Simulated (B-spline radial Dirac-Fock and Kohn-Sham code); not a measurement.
# Br³⁺ 3p1/2: cross section and angular parameters

System: Br³⁺, configuration [Ar] 3d10 4s2 4p2; threshold 232.0 eV (orbital energy of the model). These are calculated numbers from a radial finite-basis atomic code; the model is Dirac-Hartree-Slater photoionisation with a Latter tail; cross sections with all multipoles, angular parameters from the dipole term and its interference with E2.

Input file task.json (cfg lists n, l and occupation; rrms is the nuclear radius in fm):

```json
{"items": [{
  "Z": 35,
  "q": 3,
  "cfg": [[1, 0, 2], [2, 0, 2], [2, 1, 6], [3, 0, 2], [3, 1, 6], [3, 2, 10], [4, 0, 2], [4, 1, 2]],
  "A": 79,
  "rrms": 4.1629,
  "do": "xps",
  "hv": [55.1, 60, 75.4, 80, 95.9, 190.0, 365.0, 405.0, 406.0, 464.0, 503.0, 568.0, 644.0, 889.0, 1070.0, 1110.0, 1430.0, 1486.9, 1970.0, 2580.0, 4000, 4660.0, 4810.0, 6000, 7720.0, 8047.8, 9251.7, 10900.0, 12000, 12100.0]
}]}
```

Run with: `python xray2_run.py task.json out`

For linearly polarised light dσ/dΩ = σ/(4π) [1 + β P₂(cos θ) + (δ + γ cos²θ) sin θ cos φ], with θ from the polarisation vector and φ the angle between the beam and the projection of the electron momentum on the plane normal to the polarisation.

```tsv
hν (eV)	σ (kb)	β	γ	δ
365	201	1.174	0.206	0.024
405	186	1.299	0.170	0.014
406	185	1.301	0.169	0.014
464	164	1.412	0.109	0.006
503	150	1.461	0.073	0.004
568	129	1.518	0.028	0.001
644	108	1.559	-0.004	0.001
889	64.3	1.609	-0.015	0.001
1070	45.8	1.613	0.022	0.003
1110	42.7	1.612	0.033	0.003
1430	25.5	1.593	0.132	0.006
1486.9	23.4	1.588	0.150	0.007
1970	12.5	1.541	0.308	0.012
2580	?	?	?	?
4000	2.07	1.347	0.816	0.044
4660	1.36	1.294	0.935	0.055
4810	1.24	1.282	0.959	0.058
6000	0.660	1.198	1.129	0.079
7720	0.313	1.095	1.318	0.109
8047.8	0.276	1.078	1.349	0.115
9251.7	0.180	1.019	1.451	0.136
10900	0.108	0.948	1.568	0.165
12000	0.0797	0.906	1.634	0.183
12100	0.0776	0.902	1.640	0.185
```

**Question.** Give the values at 2580 eV.

**Answer.** σ = 6.49 kb, β = 1.479, γ = 0.489, δ = 0.021.
